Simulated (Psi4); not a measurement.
H$_{2}$SeZn (SMILES [ZnH][SeH]), singlet, geometry from GFN2-xTB (such geometries of metal compounds can be far from the true shape); Psi4 with PBE0/6-31G, TDDFT.

Input for Psi4:
```
memory 2 GB

molecule mol {
0 1
  Zn   -0.696057   -0.595967   -0.773387
  H    -1.561662   -0.701618   -1.981752
  Se    0.629175    0.557934    0.691613
  H     1.051405   -0.389129    1.668527
symmetry c1
}

set basis 6-31g
set reference rks
set puream true
set save_jk true
set tdscf_states [5]
set tdscf_tda false
set d_convergence 1e-8

energy('td-pbe0')
print_variables()
```

Question: Predict the main parts of the log of this Psi4 run.

Answer: 
```
   => Loading Basis Set <=

    Name: 6-31G
    Role: ORBITAL
    Keyword: BASIS

         ---------------------------------------------------------
                                   SCF
               by Justin Turney, Rob Parrish, Andy Simmonett
                          and Daniel G. A. Smith
                              RKS Reference
         ---------------------------------------------------------

  ==> Geometry <==

    Molecular point group: c1
    Full point group: C1

    Geometry (in Angstrom), charge = 0, multiplicity = 1:

       Center              X                  Y                   Z               Mass
    ------------   -----------------  -----------------  -----------------  -----------------
         ZN          -0.732179676301    -0.632914449767    -0.811187715610    63.929142010000
         H           -1.597784676301    -0.738565449767    -2.019552715610     1.007825032230
         SE           0.593052323699     0.520986550233     0.653812284390    79.916521800000
         H            1.015282323699    -0.426076449767     1.630726284390     1.007825032230

  Running in c1 symmetry.

  Rotational constants: A =      7.41250  B =      0.08655  C =      0.08555 [cm^-1]
  Rotational constants: A = 222221.15033  B =   2594.75850  C =   2564.81057 [MHz]
  Nuclear repulsion =  269.497279582848989

  Charge       = 0
  Multiplicity = 1
  Electrons    = 66
  Nalpha       = 33
  Nbeta        = 33

  ==> Algorithm <==

  SCF Algorithm Type is DF.
  DIIS enabled.
  MOM disabled.
  Fractional occupation disabled.
  Guess Type is SAD.
  Energy threshold   = 1.00e-06
  Density threshold  = 1.00e-08
  Integral threshold = 1.00e-12

  ==> Primary Basis <==

  Basis Set: 6-31G
    Blend: 6-31G
    Number of shells: 26
    Number of basis functions: 58
    Number of Cartesian functions: 62
    Spherical Harmonics?: true
    Max angular momentum: 2

  ==> DFT Potential <==

   => LibXC <=

    Version 7.1.2
    S. Lehtola, C. Steigemann, M. J. T. Oliveira, and M. A. L. Marques,  SoftwareX 7, 1–5 (2018) (10.1016/j.softx.2017.11.002)

   => Composite Functional: PBE0 <=

    PBE0 Hyb-GGA Exchange-Correlation Functional

    C. Adamo and V. Barone,  J. Chem. Phys. 110, 6158 (1999) (10.1063/1.478522)
    M. Ernzerhof and G. E. Scuseria,  J. Chem. Phys. 110, 5029 (1999) (10.1063/1.478401)

    Deriv               =              1
    GGA                 =           TRUE
    Meta                =          FALSE

    Exchange Hybrid     =           TRUE
    MP2 Hybrid          =          FALSE

   => Exchange Functionals <=

    0.7500   Perdew, Burke & Ernzerhof

   => Exact (HF) Exchange <=

    0.2500               HF

   => Correlation Functionals <=

    1.0000   Perdew, Burke & Ernzerhof

   => LibXC Density Thresholds  <==

    XC_HYB_GGA_XC_PBEH:  1.00E-15

   => Molecular Quadrature <=

    Radial Scheme          =       TREUTLER
    Pruning Scheme         =           NONE
    Nuclear Scheme         =       TREUTLER

    Blocking Scheme        =         OCTREE
    BS radius alpha        =              1
    Pruning alpha          =              1
    Radial Points          =             75
    Spherical Points       =            302
    Total Points           =          86996
    Total Blocks           =            701
    Max Points             =            256
    Max Functions          =             56
    Weights Tolerance      =       1.00E-15

   => Loading Basis Set <=

    Name: (6-31G AUX)
    Role: JKFIT
    Keyword: DF_BASIS_SCF

  ==> Integral Setup <==

  SCF_SUBTYPE=INCORE selected. In-core MEM_DF algorithm will be used.
  Using in-core AOs.

  ==> MemDFJK: Density-Fitted J/K Matrices <==

    J tasked:                   Yes
    K tasked:                   Yes
    wK tasked:                   No
    Algorithm:                 Core
    Schwarz Cutoff:           1E-12
    Mask sparsity (%):       5.1130
    Fitting Condition:        1E-10

   => Auxiliary Basis Set <=

  Basis Set: (6-31G AUX)
[...]
  @DF-RKS Final Energy: -4180.74748022095628
    Total Energy =                      -4180.7474802209562768
[...]
  HamiltonianSolver iter   5:   3.95089e-07  3.85588e-04     60
  HamiltonianSolver iter   6:   1.52080e-08  1.01016e-04     70
  HamiltonianSolver iter   7:   5.16353e-10  2.55515e-05     80
  HamiltonianSolver iter   8:   2.42719e-11  5.02843e-06     88
  HamiltonianSolver iter   9:   8.70443e-13  1.23215e-06     94
  HamiltonianSolver iter  10:   5.48450e-14  2.89525e-07     96      Converged

******************************************************************************************
**********                               WARNING                                **********
**********  Length-gauge rotatory strengths are **NOT** gauge-origin invariant  **********
******************************************************************************************

                                    Excitation Energy         Total Energy        Oscillator Strength             Rotatory Strength
     #   Sym: GS->ES (Trans)        au              eV              au          au (length)    au (velocity)    au (length)    au (velocity)
    ---- -------------------- --------------- --------------- --------------- --------------- --------------- --------------- ---------------
     1        A->A (1 A)       0.15647         4.25789        -4180.59101      0.0150          0.0100          0.0000          0.0000
     2        A->A (1 A)       0.19432         5.28759        -4180.55316      0.0014          0.0046          0.0000          0.0000
     3        A->A (1 A)       0.20736         5.64247        -4180.54012      0.0327          0.0435         -0.0000         -0.0000
     4        A->A (1 A)       0.21748         5.91789        -4180.53000      0.1491          0.0853         -0.0000          0.0000
     5        A->A (1 A)       0.22856         6.21931        -4180.51892      0.0001          0.0004          0.0000          0.0000

Contributing excitations and de-excitations
Only contributions with abs(coeff) > 1.00e-01 will be printed:

Excited State    1 (1 A):   0.15647 au   291.19 nm f = 0.0150
  Sums of squares: Xssq =  1.000234e+00; Yssq =  2.341472e-04; Xssq - Yssq =  1.000000e+00
     33a  ->  34a     0.998131 (99.627%)

Excited State    2 (1 A):   0.19432 au   234.48 nm f = 0.0014
  Sums of squares: Xssq =  1.000310e+00; Yssq =  3.103498e-04; Xssq - Yssq =  1.000000e+00
     32a  ->  34a     0.698489 (48.789%)
     33a  ->  35a    -0.713183 (50.863%)

Excited State    3 (1 A):   0.20736 au   219.73 nm f = 0.0327
  Sums of squares: Xssq =  1.000687e+00; Yssq =  6.868276e-04; Xssq - Yssq =  1.000000e+00
     33a  ->  36a     0.993540 (98.712%)

Excited State    4 (1 A):   0.21748 au   209.51 nm f = 0.1491
  Sums of squares: Xssq =  1.005877e+00; Yssq =  5.877137e-03; Xssq - Yssq =  1.000000e+00
     31a  ->  34a    -0.186573 ( 3.481%)
     32a  ->  34a     0.641225 (41.117%)
     32a  ->  36a    -0.348385 (12.137%)
     33a  ->  35a     0.645172 (41.625%)

Excited State    5 (1 A):   0.22856 au   199.35 nm f = 0.0001
  Sums of squares: Xssq =  1.000420e+00; Yssq =  4.197276e-04; Xssq - Yssq =  1.000000e+00
     32a  ->  35a     0.991694 (98.346%)

******************************************************************************************
**********                               WARNING                                **********
**********       The names of excited state variables changed between 1.5       **********
**********     and 1.6. For a quick solution, remove the symmetry specifier     **********
**********   from the variable name. For full details, see 'Notes on Psivars'   **********
**********                        in the documentation.                         **********
******************************************************************************************

  Variable Map:
  ----------------------------------------------------------------------------
[...]
  Array Variable Map:
  ----------------------------------------------------------------------------
[...]
[...]
```
